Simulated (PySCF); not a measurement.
## Mayer bond orders and bond lengths

Si8H8 cubane, Si8H8.
Cartesian coordinates in Å at the PBE0-D3(BJ)/def2-SVP level; atoms count from 1:
```xyz
16
Si8H8 angstrom
Si    -1.2398   -0.1337    1.6561
H     -2.1295   -0.2277    2.8551
Si    -1.3257    1.5857    0.0012
H     -2.2872    2.7323   -0.0012
Si    -1.1464   -0.0630   -1.7187
H     -1.9704   -0.0999   -2.9668
Si    -1.0603   -1.7828   -0.0631
H     -1.8228   -3.0689   -0.1151
Si     1.3210   -1.5928    0.0069
H      2.2890   -2.7333    0.0096
Si     1.1400    0.0549    1.7274
H      1.9658    0.1044    2.9738
Si     1.0558    1.7746    0.0724
H      1.8117    3.0646    0.1199
Si     1.2341    0.1271   -1.6485
H      2.1303    0.2245   -2.8424
```

Bond orders from the PBE0/pcSseg-1 density (PySCF). Geometry: PBE0-D3(BJ)/def2-SVP, one conformer, isolated molecule.

(1) Give the Mayer order of every bond, beside its length.

(2) Sum the orders of all bonds at each heavy atom with more than one neighbour.

Results:

(1) 
```
     bond  length (Å)  Mayer order
   Si1–H2       1.496        0.974
  Si1–Si3       2.388        0.805
  Si1–Si7       2.389        0.805
 Si1–Si11       2.388        0.806
   Si3–H4       1.496        0.974
  Si3–Si5       2.389        0.805
 Si3–Si13       2.390        0.806
   Si5–H6       1.496        0.974
  Si5–Si7       2.389        0.805
 Si5–Si15       2.389        0.805
   Si7–H8       1.496        0.974
  Si7–Si9       2.390        0.805
  Si9–H10       1.496        0.974
 Si9–Si11       2.389        0.805
 Si9–Si15       2.389        0.805
 Si11–H12       1.496        0.974
Si11–Si13       2.388        0.805
 Si13–H14       1.496        0.974
Si13–Si15       2.389        0.805
 Si15–H16       1.496        0.974
```

(2) Si1 3.390, Si3 3.390, Si5 3.389, Si7 3.389, Si9 3.389, Si11 3.390, Si13 3.390, Si15 3.389. Orders between atoms that aren't bonded are not in these sums.

For a closed shell the Mayer order of atoms A and B is Σ (PS)μν (PS)νμ over the basis functions μ on A and ν on B, with P the density and S the overlap matrix.
